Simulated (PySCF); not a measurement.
## Broadened absorption spectrum of CH12SSi4

CH₁₂SSi₄.
Z-matrix (Å and degrees, GFN2-xTB geometry), rows numbered from 1:
```
C 
S   1  1.8134
Si  2  2.1587  1  100.27
Si  3  2.3085  2  105.63  1  -176.03
Si  4  2.3308  3  115.66  2    29.90
Si  5  2.3170  4  114.33  3    40.71
H   1  1.0860  2  109.52  3   -62.47
H   1  1.0853  2  107.06  3   178.22
H   1  1.0861  2  109.53  3    58.77
H   3  1.4672  2  103.97  1   -52.42
H   3  1.4670  2  104.38  1    56.33
H   4  1.4710  3  107.51  2   -98.54
H   4  1.4728  3  104.53  2   152.84
H   5  1.4743  4  108.56  3   164.97
H   5  1.4701  4  108.50  3   -83.44
H   6  1.4652  5  113.39  4   156.35
H   6  1.4684  5  110.45  4    37.13
H   6  1.4601  5  112.28  4   -82.52
```

Method: TDDFT PBE0/def2-SVPD, vertical, gas phase, core orbitals frozen in the response in PySCF.

Each state is given a Gaussian of 0.4 eV full width at half maximum, with ε(max) = 2.175×10⁸ f / Δν̃ (Δν̃ the width in cm⁻¹). The width is an assumption, not a result. The curve ends short of the highest state used, and states not computed would add to its high-energy end.

```csv
λ (nm),ε (L mol⁻¹ cm⁻¹)
211.3,607
213.2,556
215.1,509
217.0,477
218.9,475
220.8,514
222.6,591
224.5,703
226.4,825
228.3,927
230.2,987
232.1,991
233.9,943
235.8,847
237.7,724
239.6,593
241.5,473
243.4,373
245.3,300
247.1,254
249.0,225
250.9,211
252.8,205
254.7,200
256.6,193
258.5,182
260.3,168
262.2,148
264.1,127
266.0,105
267.9,84
269.8,64
271.7,48
273.5,36
275.4,25
277.3,17
279.2,11
281.1,7
283.0,5
284.9,3
286.7,2
288.6,1
290.5,1
292.4,0
```

(1) Where are the band maxima, and which computed states make them?

(2) Coming from long wavelengths, where does ε first pass 100 L mol⁻¹ cm⁻¹?

(3) On this curve, what absorbance would a 10⁻⁴ mol/L sample give at 254 nm over a 1 cm path?

Results:

(1) 231 nm (5.36 eV), ε about 1000, made up of S3 (94%) (ε in L mol⁻¹ cm⁻¹; maxima over ε = 5, shares over 10%). At its high-energy end, 5.87 eV, the curve is still rising (ε about 610, from S4, S5 and S6). The states used: S1 4.84 eV (f 0.0027); S2 5.23 eV (f 0.0011); S3 5.36 eV (f 0.014); S4 5.82 eV (f 0.0036); S5 5.87 eV (f 0.0032); S6 6.15 eV (f 0.0074); S7 6.42 eV (f 0.053); S8 6.47 eV (f 0.0042).

(2) At about 266 nm (4.65 eV), 0.19 eV below S1.

(3) 254 nm is 4.881 eV, where ε is about 200 L mol⁻¹ cm⁻¹, so A = ε c l ≈ 0.02 (Beer–Lambert, with the gas-phase spectrum and the assumed width).

One conformer stands for the species.
